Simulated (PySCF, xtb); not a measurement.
Al(OH)3 (AlH₃O₃), SMILES [OH][Al]([OH])[OH]. The values are those of a single conformer.

Harmonic wavenumbers (cm⁻¹) from GFN2-xTB in xtb 6.7.1 at its own minimum, in rising order: 205, 205, 298, 380, 381, 394, 440, 442, 448, 675, 906, 907, 3763, 3764, 3765.

Task: What does r2SCAN-D4/def2-SVP (PySCF) give at its own minimum? (An estimate is asked for; the answer gives what the named calculation found.)

Result: 227, 227, 280, 320, 340, 341, 564, 581, 581, 706, 958, 958, 3942, 3942, 3944. Paired by order, the mean absolute difference is 85 cm⁻¹ and the zero-point energies are 24.3 and 25.6 kcal/mol.
